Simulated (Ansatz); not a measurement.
SiAu2. Total charge 0; singlet. Geometry PBE-D4/def2-TZVP; atoms count from 1.

```xyz
3

Au   -1.171   -0.947    0.867
Au    1.683    0.415   -0.129
Si   -0.511    0.532   -0.737
```

In the def2 sets Au takes a core potential; there is no spin–orbit coupling. The structure comes from a short search, and lower isomers may exist.

(1) Estimate the Mulliken populations from the PBE0/def2-TZVP orbitals of Ansatz.

(2) And the Mayer bond orders between bonded heavy atoms (over 0.3)?

Results:

(1) 
```tsv
atom	charge (e)	d electrons
Au1	0.07	9.62
Au2	0.07	9.62
Si3	-0.13	–
```
Mulliken values and Mayer orders depend strongly on the basis.

(2) Au1–Si3 1.37 (2.28 Å); Au2–Si3 1.37 (2.28 Å).
